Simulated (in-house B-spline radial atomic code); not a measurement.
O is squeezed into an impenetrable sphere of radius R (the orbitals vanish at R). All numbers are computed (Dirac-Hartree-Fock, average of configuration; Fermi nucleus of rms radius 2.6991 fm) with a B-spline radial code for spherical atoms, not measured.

Energies in eV above the free atom in [He] 2s2 2p4:

| R (bohr) | highest level (eV) | [He] 2s2 2p4 | [He] 2s1 2p5 |
| --- | --- | --- | --- |
| 7.12 | -16.7 | 0.001693 | 18.12 |
| 5.58 | -16.7 | 0.03538 | 18.17 |
| 5.05 | -16.6 | 0.09974 | 18.26 |
| 4.03 | -15.9 | 0.7382 | 19.06 |
| 3.4 | -14.5 | 2.61 | 21.28 |
| 3.28 | -14 | 3.334 | 22.11 |
| 2.53 | -7.74 | 16.16 | 36.13 |
| 2.02 | 4.46 | 50.5 | 71.73 |
| 2 | 5.21 | 52.89 | 74.16 |
| 1.35 | 57.9 | 264.8 | 281.6 |

(1) Does [He] 2s1 2p5 fall below [He] 2s2 2p4 under compression?

The highest level is first positive in the row R = 2.02 bohr, pushed up by confinement above the zero of the free ion's potential. Each configuration is held fixed and needn't be the lowest in the sphere.

## Answers

(1) No, it stays above over the whole range.
